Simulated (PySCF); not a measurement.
Numbering as in the mapped SMILES `[N:1]#[C:2][C@@:3]12[C@H:4]3[CH2:5][C@@H:6]1[C@@H:7]2[CH2:8]3`; H(Xn) means a hydrogen on atom n. Ha(C8) is cis to C5 on the ring; Ha(C5) is cis to C7 on the ring; Hb(C8) is trans to C5 on the ring; Hb(C5) is trans to C7 on the ring.

[PySCF 2.14.0 with density-fitted response routines: GFN2-xTB geometry; GIAO PBE0/pcSseg-1 shieldings; one conformer; non-relativistic; one averaged value for each set of equivalent atoms; isolated molecule]

Chemical shifts δ = σref − σ; $^{13}$C against TMS, all at this level.

Do the $^{13}$C shifts follow the atomic charges (in e)? Tabulate both.

Answers


```json
{"atoms": "C2", "hybridisation": "sp", "δ (ppm)": "121.0", "σ para (ppm)": "-191", "Hirshfeld": "+0.07", "IAO": "+0.14", "Mulliken": "+0.09", "ESP-fitted": "+0.33"}
{"atoms": "C4", "hybridisation": "sp3", "δ (ppm)": "44.3", "σ para (ppm)": "-98", "Hirshfeld": "-0.01", "IAO": "-0.09", "Mulliken": "-0.23", "ESP-fitted": "+0.04"}
{"atoms": "C5/C8", "hybridisation": "sp3", "δ (ppm)": "37.0", "σ para (ppm)": "-95", "Hirshfeld": "-0.07", "IAO": "-0.26", "Mulliken": "+0.01", "ESP-fitted": "-0.24"}
{"atoms": "C6/C7", "hybridisation": "sp3", "δ (ppm)": "32.3", "σ para (ppm)": "-92", "Hirshfeld": "-0.02", "IAO": "-0.12", "Mulliken": "-0.13", "ESP-fitted": "-0.08"}
{"atoms": "C3", "hybridisation": "sp3", "δ (ppm)": "27.3", "σ para (ppm)": "-94", "Hirshfeld": "+0.01", "IAO": "-0.06", "Mulliken": "-0.19", "ESP-fitted": "-0.02"}
```

Correlation coefficients of δ with charge over these carbons: Hirshfeld +0.77, IAO +0.81, Mulliken +0.71, ESP-fitted +0.87; with the paramagnetic shielding -0.99. Among the 4 sp3 carbons alone: Hirshfeld -0.26, IAO -0.26, Mulliken -0.11, ESP-fitted +0.13. With so few points, grouped by hybridisation, these coefficients are fragile. Charge is one influence among several: hybridisation and low-lying excitations act through the paramagnetic term.

Shifts are as computed. Against solution values, carbons near 30 ppm lie about +3 ppm off and those near 130 ppm about +5 ppm. Of 1211 compounds with measured shifts, 218 miss one by over three times the rms of a fit or turn the order of signals round; such compounds aren't used in these exercises.
